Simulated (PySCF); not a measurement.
## Electronic structure of Tl (thallium, neutral) at the LDA level

Configuration: [Xe] 4f14 5d10 6s2 6d1, 2D determinant (an excited configuration). Computed with PySCF 2.14 in aug-cc-pwCVTZ-PP with ECP60MDF (8s7p6d4f1g, 96 functions), with a scalar-relativistic core potential.

```json
{
  "Total energy": "-172.1182 hartree",
  "One-electron energy": "-298.7054 hartree",
  "Hartree (Coulomb) energy": "141.1214 hartree",
  "Exchange-correlation energy": "-14.5342 hartree",
  "⟨S²⟩": "0.7500",
  "⟨L²⟩": "6.000",
  "Sum of ⟨r⟩": "34.11 bohr",
  "Sum of ⟨r²⟩": "100.9 bohr²",
  "Traceless quadrupole moment −½Σ⟨3z² − r²⟩ along its main axis": "16.0 e·bohr²"
}
```

```tsv
shell	electrons	mean orbital energy (eV)	spread (eV)	rms radius, mean of both spins (bohr)
5s α	1	-134.75	0	0.942
5s β	1	-134.74	0	0.942
5p α	3	-80.583	0.025	1.08
5p β	3	-80.578	0.031	1.08
5d α	5	-18.888	0.042	1.52
5d β	5	-18.883	0.054	1.52
6s α	1	-12.628	0	2.56
6s β	1	-12.586	0	2.56
6d α	1	-0.519	0	7.48
```

Energies and moments cover only the electrons outside the core potential. Spin-orbit coupling, absent here, splits the open shell strongly. The outer electron is Rydberg-like, and this basis confines it to a smaller radius and binds it less than a complete one would.
